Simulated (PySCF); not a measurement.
## Antimony: a sound run and one with changed settings

Sound run: Sb [Kr] 4d10 5s2 5p3, Sb⁺ [Kr] 4d10 5s2 5p2. Calculation: PySCF 2.14, in cc-pVTZ-PP with ECP28MDF (5s4p3d1f, 39 functions); a scalar-relativistic core potential. The sound run starts from symmetry-adapted Hartree-Fock orbitals and uses a fine grid where one is needed.

Changed run: basis STO-3G, all-electron and non-relativistic. This setting is unsound on purpose.

```
species  method  sound run (hartree)  changed run (hartree)  converged
     Sb     UHF           -239.27776            -6251.36246        yes
     Sb  M06-2X           -240.15412            -6253.57918        yes
     Sb     PBE           -240.20715            -6252.74213        yes
    Sb⁺     UHF           -238.96184            -6251.13175        yes
    Sb⁺  M06-2X           -239.82403            -6253.32411        yes
    Sb⁺     PBE           -239.87751            -6252.48818        yes
```

Ionisation energy of Sb:

```tsv
method	sound run (eV)	changed run (eV)
UHF	8.597	6.278
M06-2X	8.982	6.941
PBE	8.970	6.910
```

A minimal basis cannot let orbitals breathe on ionisation and holds almost no correlation. The Hamiltonian changed with the basis, so the totals do not compare.

For comparison, NIST gives 8.608 eV between the lowest levels.
